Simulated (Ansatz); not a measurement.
Consider the substitution at a C–C bond: `CCC(C)C#N` + `CBO` → `CBOCC` + `CCC#N`.

Calculated with Ansatz (gas phase, PBE0-D4/def2-TZVP geometries, no zero-point term in ΔE). CCSD(T)/CBS adds triple-zeta CCSD(T) − MP2 to the extrapolated MP2 energy (def2 sets, frozen cores). DFT in def2-TZVPP. Each species was taken in one conformer, which may not be the lowest.

| level | ΔE (kJ/mol) | difference from CCSD(T)/CBS |
| --- | --- | --- |
| PBE-D4 | 38.2 | -7.4 |
| revPBE-D4 | 40.9 | -4.7 |
| BLYP-D4 | 32.7 | -12.9 |
| B97M-V | 38.8 | -6.8 |
| r2SCAN0-D4 | 41.8 | -3.8 |
| PBE-QIDH | 45.0 | -0.6 |
| PBE | 34.3 | -11.3 |
| BHLYP | 31.9 | -13.7 |
| CCSD/def2-SVP | 41.6 | -4.0 |
| CCSD(T)/def2-SVP | 42.9 | -2.7 |
| HF/def2-TZVPP | 28.7 | -16.9 |
| SCS-MP2/def2-TZVPP | 45.3 | -0.3 |
| CCSD/def2-TZVPP | 42.7 | -2.9 |
| HF/def2-QZVPP | 28.4 | -17.2 |
| SCS-MP2/def2-QZVPP | 46.1 | 0.5 |
| CCSD/CBS(def2) | 44.1 | -1.5 |
| CCSD(T)/CBS | 45.6 | 0 |

Largest T1 diagnostic among the species: 0.012.

Leaving LDA and LC-ωPBE aside and taking each functional with its dispersion term where it has one, the values spread over 12.3 kJ/mol, from BLYP-D4 to PBE-QIDH. LDA lies +5.9 kJ/mol from PBE without D4. From BLYP to BHLYP (50 % exact exchange), in def2-TZVPP and without D4, ΔE moves by +7.1 kJ/mol.
